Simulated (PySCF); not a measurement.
Sb(Br)(OH)2 (BrH2O2Sb), SMILES [OH][Sb]([OH])[Br]. Geometry optimised at B3LYP-D3(BJ)/def2-SVP. The structure was generated by enumeration; whether it is a known compound was not checked. The def2 effective core potentials stand for the cores of Sb; spin–orbit coupling is left out. One conformer was computed; it need not be the lowest.

Computed equilibrium geometry at B3LYP-D3(BJ)/def2-SVP (PySCF confirms it by a frequency run) as Cartesian coordinates in Å (one conformer of several):
```xyz
6

Sb     0.3133     0.4730     0.6640
Br    -0.8355    -1.3291    -0.7792
O     -0.5465     1.9820    -0.3019
H     -1.0073     1.6817    -1.1013
O      2.0776     0.5151    -0.2370
H      2.0205     0.7371    -1.1800
```
Charge 0, spin multiplicity 1.
